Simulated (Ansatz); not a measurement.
`F[SiH]([SiH3])O[SiH3]`, relaxed with RKS PBE-D4/def2-SVP in Ansatz from a rough embedded geometry. The force threshold is 0.03 eV/Å; the program also tests the step.

The species carries charge 0 and has multiplicity 1.

Start:

```xyz
12

F     1.940    0.179    1.249
Si    1.265   -0.066   -0.208
Si    0.243    1.877   -0.963
O     0.115   -1.302   -0.003
Si   -1.114   -1.669    0.948
H     2.295   -0.481   -1.204
H    -0.498    1.620   -2.259
H     1.144    2.989   -1.159
H    -0.838    2.280   -0.012
H    -1.683   -3.009    0.501
H    -2.136   -0.651    0.757
H    -0.733   -1.768    2.353
```

```tsv
step	energy (eV)	largest force (eV/Å)	largest move (Å)
1	-28485.3877	3.332	0.000
2	-28485.6027	1.627	0.151
3	-28485.6654	0.508	0.073
4	-28485.6693	0.296	0.073
5	-28485.6735	0.233	0.058
6	-28485.6793	0.035	0.027
7	-28485.6796	0.010	0.009
```

End:

```xyz
12

F     2.027    0.306    1.182
Si    1.287   -0.062   -0.237
Si    0.188    1.885   -0.972
O     0.192   -1.286    0.030
Si   -1.160   -1.696    0.942
H     2.333   -0.598   -1.169
H    -0.518    1.617   -2.275
H     1.171    3.007   -1.170
H    -0.831    2.301    0.055
H    -1.669   -3.012    0.433
H    -2.228   -0.646    0.786
H    -0.791   -1.816    2.394
```

Hardware: 4 threads of a server CPU on a shared host. Wall time 11 s, peak host memory 0.16 GiB.
